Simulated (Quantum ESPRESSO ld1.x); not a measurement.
These are the eigenvalues of the occupied orbitals of an atom or ion with whole-number occupations (Ry). Calculated with ld1.x of Quantum ESPRESSO 7.5: non-relativistic Kohn-Sham, LDA (Slater exchange, VWN5 correlation), spin-polarised, spherical densities, point nucleus.

orbital  eigenvalue
1s up      -5067.51
1s down    -5067.44
2s up      -1040.40
2s down    -1038.63
2p up      -1010.03
2p down    -1008.71
3s up      -399.762
3s down    -398.245
3p up      -387.206
3p down    -385.556
3d up      -365.999

Which element is it, and in what charge state? The configuration may be excited. Open shells, if any, are filled with parallel spins first.

Answer. Z = 75, rhenium, charge +53: Re53+ in [Ar] 3d4. The list shows which subshells hold electrons but not how many an open one holds; the 1s level, -2533.8 hartree, gives Z - s = 71.2 by -(Z - s)^2/2, which with screening narrows Z to a few neighbours, and the depths of the outer levels then fix element, charge and occupations together.
